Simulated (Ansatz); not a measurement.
Isomers of Li₄F₅⁻ (singlet), relaxed with B3LYP-D4/def2-SVPD; total energies from Ansatz at r2SCAN0-D4/def2-TZVPD.

```
isomer                                         description  energy (Eh)
     A           point group C4v; 12 × F–Li 1.78 to 1.89 Å   -529.85692
     B            point group Cs; 12 × F–Li 1.67 to 1.95 Å   -529.81961
     C           point group C3v; 11 × F–Li 1.65 to 1.97 Å   -529.81891
     D  point group not assigned; 10 × F–Li 1.67 to 1.96 Å   -529.81414
```

The isomers come from a short search, and lower ones may exist.

Problem. Work out the relative energies (1 Eh = 2625.5 kJ/mol) and the Boltzmann populations at 1200 K from electronic energies alone (R = 8.314 J/mol/K).

Solution. ΔE: A 0.0, B 98.0, C 99.8, D 112.3 kJ/mol. RT = 9.98 kJ/mol. Factors exp(−ΔE/RT): A 1, B 5.44e-05, C 4.54e-05, D 1.3e-05; sum 1.000. Populations: A 100.0 %, B 0.0 %, C 0.0 %, D 0.0 %. Zero-point energy, vibrational entropy and symmetry numbers are left out and can shift these; an error of 4 kJ/mol changes a ratio by a factor of 1.5. Over the other density-functional and correlated levels in def2 sets, the gap between A and B ranges from 94 to 102 kJ/mol.
